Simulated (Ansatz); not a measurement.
Te4Pb2⁺. Charge 1, multiplicity 4. Geometry PBE-D4/def2-SVP; atoms count from 1.

| atom | x (Å) | y (Å) | z (Å) |
| --- | --- | --- | --- |
| Pb1 | 1.182 | 0.619 | 1.791 |
| Pb2 | -0.114 | 1.405 | -2.153 |
| Te3 | -0.678 | -1.518 | -1.249 |
| Te4 | 1.928 | -0.583 | -1.033 |
| Te5 | -1.467 | 1.624 | 0.526 |
| Te6 | -0.850 | -1.547 | 2.118 |

In the def2 sets Pb, Te take a core potential; there is no spin–orbit coupling. At PBE0-D4/def2-TZVP a doublet of charge 1 lies 1.57 eV below the quartet, each at its own geometry. The structure comes from a short search, and lower isomers may exist.

(1) Estimate the Mulliken populations from the PBE0/def2-TZVP orbitals of Ansatz.

(2) Where does the spin sit?

(3) And the Mayer bond orders between bonded heavy atoms (over 0.3)?

Answers

(1) 
| atom | charge (e) | spin (α − β) |
| --- | --- | --- |
| Pb1 | 0.50 | -0.05 |
| Pb2 | 0.56 | -0.01 |
| Te3 | 0.07 | 0.69 |
| Te4 | -0.08 | -0.02 |
| Te5 | -0.11 | 0.89 |
| Te6 | 0.07 | 1.51 |
Mulliken values and Mayer orders depend strongly on the basis.

(2) Summed by element: Pb -0.06, Te 3.06, of 3 unpaired in all. Largest on single atoms: Te6 1.51, Te5 0.89, Te3 0.69.

(3) Pb1–Te4 0.63 (3.16 Å); Pb1–Te5 0.71 (3.10 Å); Pb1–Te6 0.86 (2.99 Å); Pb2–Te3 0.61 (3.11 Å); Pb2–Te4 0.69 (3.06 Å); Pb2–Te5 0.84 (3.01 Å); Te3–Te4 1.09 (2.78 Å). Values over 0.3 also appear between atoms too far apart for a bond (Te3–Te6 0.45 at 3.37 Å); they arise where an orbital or an unpaired electron spreads over both atoms.
